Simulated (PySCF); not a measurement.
An unknown is described by computed data only.

Elements present: C, H, N and Si. Monoisotopic mass: 164.0370 u.

- 13C NMR: chemical shifts (computed TMS as zero) by class: 170.8 (1 C) ppm [GIAO PBE0/pcSseg-1]
- Dipole: 2.51 D [PBE0/pcSseg-1]
- Rotational structure: rotational constants A, B, C: 1.320, 1.026, 0.716 GHz [GFN2-xTB]
- NMR, other nuclei: isotropic shieldings of nuclei other than C and H, by class: -151 (1 N), 232 (2 N), 250 (1 N), 378 (1 Si), 381 (1 Si), 406 (1 Si) ppm [GIAO PBE0/pcSseg-1]
- 1H NMR: chemical shifts (computed TMS as zero) by class: 8.66 (1 H), 8.51 (1 H), 5.40 (1 H), 5.39 (2 H), 4.73 (3 H), 1.15 (4 H) ppm [GIAO PBE0/pcSseg-1]

Gas-phase values; electronic properties from PySCF, density fitting. Levels stand in brackets. Isolated species at its GFN2-xTB geometry (one conformer only). NMR values are class means; diastereotopic atoms form classes of their own.

Question: Which formula fits the mass and the elements?

Answer: CH12N4Si3 (calculated 164.0370). No other formula that holds each of these elements comes within 0.0003 u with a fitting electron parity and a possible valence count.

Question: What is the compound? Reason from the data.

Answer: Numbering: `[CH2:1]=[N:2][SiH2:3][N:4]([SiH3:5])[SiH:6]([NH2:7])[NH2:8]`. Its formula, CH12N4Si3, gives 1 degree of unsaturation: 0 rings and 1 π bond in the structure found. The one carbon: C=N carbon [C1] (170.8 ppm). Hydrogen classes from least to most shielded: 1 H on a C=N carbon, C1 (8.66 ppm), 1 H on a C=N carbon, C1 (8.51 ppm), 1 H on an SiH silicon, Si6 (5.40 ppm), 2 H on an SiH2 silicon, Si3 (5.39 ppm), 3 H on an SiH3 silicon, Si5 (4.73 ppm), 4 H on 2 silicon-bound nitrogens, N7/N8 (1.15 ppm, a mean of values up to 2.9 ppm apart in this geometry). The other shieldings belong to: -151 ppm, C=N nitrogen [N2]; 232 ppm, silicon-bound nitrogen [N7/N8]; 250 ppm, nitrogen bridging silicon atoms [N4]; 378 ppm, SiH silicon [Si6]; 381 ppm, SiH2 silicon [Si3]; 406 ppm, SiH3 silicon [Si5]. The optimised geometry has point group C1 and is an asymmetric top. Structure: `C=N[SiH2]N([SiH3])[SiH](N)N`. The assignments are read from this structure; whether some other isomer fits the data as well wasn't checked.
